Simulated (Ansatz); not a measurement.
Ideal-gas functions of BClH2S2 (`SB(S)Cl`) at 800 K and 1 bar, from an Ansatz frequency run at PBE0-D4/def2-TZVP.

Molar mass 112.42 g/mol, point group Cs (symmetry number 1), electronic degeneracy 1, moments of inertia 161.335, 165.728, 327.063 u Å². Harmonic wavenumbers (cm⁻¹, unscaled): 211, 233, 305, 403, 430, 455, 775, 806, 1005, 1033, 2704, 2715.

Use S(trans) = R[1.5 ln M + 2.5 ln T − 1.1517]; rotational temperatures θ = 24.2544 K / I; S(rot) = R[ln(√π/σ · √(T³/θAθBθC)) + 1.5]; for each mode x = 1.438777 ν̃/T, S = R[x/(eˣ − 1) − ln(1 − e⁻ˣ)] and H = RT x/(eˣ − 1); 1 cm⁻¹ = 0.0119627 kJ/mol; R = 8.31446 J/(mol·K).

Question: By hand: the entropy, in J/(mol·K).

Answer: Translation 188.3. Rotation: θ = 0.1503, 0.1464, 0.0742 K, giving 127.3. Vibration, mode by mode: 16.42, 15.61, 13.41, 11.17, 10.66, 10.21, 6.20, 5.92, 4.44, 4.27, 0.38, 0.37, in all 99.0. Electronic 0.0. Sum 414.6 J/(mol·K).

Question: By hand: H − E and G − E in kJ/mol, counted from the electronic energy.

Answer: Zero-point energy ½ × 11075 × 0.0119627 = 66.2; thermal vibration 40.2; translation, rotation and pV give 4 RT = 26.6. H − E = 133.0 kJ/mol, and G − E = 133.0 − 800 × 414.6/1000 = -198.7 kJ/mol.

Vibration gives 24 % of the entropy. The sum counts one conformer and one mirror image; others add a mixing term.
